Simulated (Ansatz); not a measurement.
Abridged output of a molecular run in Ansatz:

```
Functional definition: HF
1808 factors; integrals over basis functions are off by at most 1.1e-3 eV
mean field evaluation 1: about -18971.3488 eV, gradient 3.6e1 eV
mean field evaluation 2: about -18971.6206 eV, gradient 3.6e1 eV
mean field evaluation 4: about -18975.7007 eV, gradient 4.1e0 eV
mean field evaluation 8: about -18975.7675 eV, gradient 2.9e-1 eV
mean field -18975.76781841 eV, -697.3466050891 hartree, gradient 2.2e-6 eV, S^2 0.000000; 0 other end points of the search recorded, 0 dependent functions left out
13 core orbitals not correlated: weight in the atoms' cores, before any rotation towards them, 1.000 or more for the frozen orbitals, at most 0.000 for the correlated occupied ones
reference -18975.76781841 eV, -697.3466050891 hartree; 15, 15 occupied and 289, 289 virtual orbitals, 1808 factors
second order -20.61149269 eV of doubles, -0.00000000 eV of singles
cycle   1  -21.73845441 eV  change    -1.1e0 eV  update   1.0e-1
cycle   2  -22.38660155 eV  change   -6.5e-1 eV  update   3.2e-2
cycle   3  -22.47676856 eV  change   -9.0e-2 eV  update   1.3e-2
cycle   4  -22.47151730 eV  change    5.3e-3 eV  update   3.8e-3
cycle   5  -22.47150105 eV  change    1.6e-5 eV  update   1.5e-3
cycle   6  -22.47146361 eV  change    3.7e-5 eV  update   3.9e-4
cycle   7  -22.47142645 eV  change    3.7e-5 eV  update   1.4e-4
cycle   8  -22.47147113 eV  change   -4.5e-5 eV  update   4.8e-5
cycle   9  -22.47147160 eV  change   -4.7e-7 eV  update   1.7e-5
perturbative correction -0.92692939 eV, -0.0340640269 hartree
Total energy: -18999.16621940 eV, -698.2064804655 hartree
```

Its atoms:

```xyz
15

C     0.439    1.324   -1.581
C    -0.128    0.661   -0.567
Si   -1.904    0.116   -0.721
Si    0.873    0.293    0.968
C     1.001   -1.547    1.274
H    -0.098    1.560   -2.499
H     1.472    1.668   -1.543
H    -2.728    0.697    0.375
H    -2.450    0.551   -2.035
H    -2.011   -1.366   -0.615
H     2.226    0.892    0.787
H     0.223    0.938    2.144
H     1.475   -2.049    0.426
H     1.596   -1.750    2.168
H     0.013   -1.989    1.419
```

Question: Which basis set was used?
A. def2-TZVPPD
B. def2-TZVPP
C. def2-SVP
D. def2-QZVPP

Answer: B. It gives 317 functions.

Question: Write the keys of the input that set method, charge and spin (a neutral closed shell needs none for the last two).

Answer: 
```yaml
correlation: {method: ccsd_t}
```
